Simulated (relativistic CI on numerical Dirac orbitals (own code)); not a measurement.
Ligand-field terms of d8

Computed with a parametric ligand-field model of a d^n configuration (Racah B and C, spin-orbit zeta, crystal field), exact diagonalisation.

Field parameters in Wybourne normalisation: D4h B²₀ = −7Ds, B⁴₀ = 21(Dq − Dt), B⁴₄ = 21√(5/14) Dq; Oh B⁴₀ = 21Dq, B⁴₄ = √(5/14) B⁴₀; Td as Oh with Dq negative (B⁴₀ = 21Dq, B⁴₄ = √(5/14) B⁴₀). The field is a parameter set, without covalency.

**Question.** Ground term and bands for B = 560, C = 2470, ζ = 0 cm⁻¹, D4h, 10Dq = 19500, Ds = -1500, Dt = -580 cm⁻¹?

**Answer.** Ground term 3B1 with 2.00 electrons in the two orbitals of the cubic e set. Spin-allowed: 3B2 19500 cm⁻¹ (513 nm), 3E 21534 cm⁻¹ (464 nm), 3E 29350 cm⁻¹ (341 nm), 3A2 34194 cm⁻¹ (292 nm). Lowest spin-forbidden: 1A1 3683 cm⁻¹ (2715 nm), 1B1 9337 cm⁻¹ (1071 nm), 1A1 22925 cm⁻¹ (436 nm).

**Question.** Ground term and bands for B = 420, C = 1900, ζ = 0 cm⁻¹, D4h, 10Dq = 23250, Ds = 2520, Dt = 160 cm⁻¹?

**Answer.** Ground term 1A1 with 2.01 electrons in the two orbitals of the cubic e set. Spin-allowed: 1B1 8095 cm⁻¹ (1235 nm), 1A2 22188 cm⁻¹ (451 nm), 1A1 22334 cm⁻¹ (448 nm), 1E 27570 cm⁻¹ (363 nm). Lowest spin-forbidden: 3B1 978 cm⁻¹, 3A2 18197 cm⁻¹ (550 nm), 3E 20987 cm⁻¹ (476 nm).

**Question.** A d8 ion in Oh symmetry has the ground term 3A2 and bands at 3T2 4100 cm⁻¹ (2439 nm), 1E 6101 cm⁻¹ (1639 nm), 3T1 6775 cm⁻¹ (1476 nm), 1T2 10012 cm⁻¹ (999 nm), 1A1 10180 cm⁻¹ (982 nm), 3T1 11825 cm⁻¹ (846 nm). Which parameters reproduce them?

**Answer.** B = 420, C = 1490, ζ = 0 cm⁻¹, Oh, 10Dq = 4100 cm⁻¹.

**Question.** Ground term and bands for B = 780, C = 3780, ζ = 0 cm⁻¹, Td, 10Dq = -3100 cm⁻¹?

**Answer.** Ground term 3T1 with 3.87 electrons in the two orbitals of the cubic e set. Spin-allowed: 3T2 2592 cm⁻¹, 3A2 5692 cm⁻¹ (1757 nm), 3T1 13785 cm⁻¹ (725 nm). Lowest spin-forbidden: 1T2 12292 cm⁻¹ (814 nm), 1E 12956 cm⁻¹ (772 nm), 1T2 18173 cm⁻¹ (550 nm).

**Question.** Ground term and bands for B = 370, C = 1760, ζ = 0 cm⁻¹, D4h, 10Dq = 28550, Ds = -1500, Dt = 650 cm⁻¹?

**Answer.** Ground term 3B1 with 2.00 electrons in the two orbitals of the cubic e set. Spin-allowed: 3E 22437 cm⁻¹ (446 nm), 3E 26173 cm⁻¹ (382 nm), 3B2 28550 cm⁻¹ (350 nm), 3A2 35257 cm⁻¹ (284 nm). Lowest spin-forbidden: 1A1 5375 cm⁻¹ (1860 nm), 1B1 6443 cm⁻¹ (1552 nm), 1A1 13302 cm⁻¹ (752 nm).
